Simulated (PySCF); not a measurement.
Start geometry of `C[S][GeH2][O][GeH3]` from GFN2-xTB (Å):
```
atom  x, y, z in Å
C1     2.1237    0.3324   -0.8111
S2     1.4766   -1.3437   -1.1502
Ge3   -0.0285   -1.4613    0.4486
O4    -1.0364   -0.0248    0.4146
Ge5   -2.0535    0.9537   -0.6103
H6     1.3290    1.0644   -0.9379
H7     2.9123    0.5070   -1.5349
H8     2.5259    0.3788    0.1972
H9    -0.8958   -2.6839    0.2623
H10    0.5373   -1.3448    1.8468
H11   -2.1572    2.2263    0.1697
H12   -3.3633    0.2449   -0.7684
H13   -1.3744    1.1516   -1.9372
```

What comes out of this run: PySCF, PBE0-D3(BJ)/def2-SVP geometry optimisation, gas phase?

```
atom  x, y, z in Å
C1     2.3929   -0.0163   -0.7926
S2     1.3267   -1.4394   -1.1947
Ge3    0.1025   -1.4813    0.6547
O4    -0.8896   -0.0116    0.7271
Ge5   -1.7472    0.7566   -0.6365
H6     1.7972    0.8789   -0.5673
H7     3.0057    0.1820   -1.6821
H8     3.0584   -0.2427    0.0524
H9    -0.7881   -2.7321    0.5586
H10    0.9871   -1.4336    1.9103
H11   -2.7845    1.6840    0.0152
H12   -2.4310   -0.3251   -1.4958
H13   -0.7410    1.5642   -1.4777
```

The energy falls by 4.6 kcal/mol over 13 energy and gradient evaluations, the largest force component goes from 0.0150 to 1.2e-04 Eh/bohr, and the atoms move by 0.544 Å rms after alignment. The bond that changes most is Ge5–H12 (ends: germanium bonded to O and 3 H; Ge–H hydrogen), which lengthens by 0.044 Å. Bonds longer at the end by more than 0.005 Å: 11 of 12; shorter: 1. Among the angles that change most is Ge3–O4–Ge5, from 143.6° to 126.4°. Among the dihedrals that turn most is Ge3–O4–Ge5–H13, from -44° to -79°. Rotational constants go from 2485, 786.9, 650.0 to 2279, 881.6, 712.7 MHz. The orientation of the end geometry is arbitrary; only internal coordinates are fixed.

The run used 150 basis functions and 92 SCF cycles in all.

Not checked by PBE0-D3(BJ)/def2-SVP frequencies. The numbers are those of one conformer.
